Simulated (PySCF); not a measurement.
Vertical excitations of a molecule C₃H₅O, multiplicity 2 from TDA-PBE0/def2-SVPD (PySCF 2.14.0), as energy in eV (oscillator strength): 2.32 (0.002), 5.56 (0.008), 5.96 (0.025), 6.16 (0.021), 6.44 (0.055), 6.48 (0.003), 6.65 (0.002), 6.77 (0.022), 6.87 (0.001), 7.51 (0.005). Coordinates come from a PBE-D3(BJ)/def2-SVP optimisation. Other conformers were not sampled.

Q: Identify the compound among the candidates.
A) [CH]=C(C)O
B) CC[C]=O
C) [CH2]C(C)=O

A: B, CC[C]=O
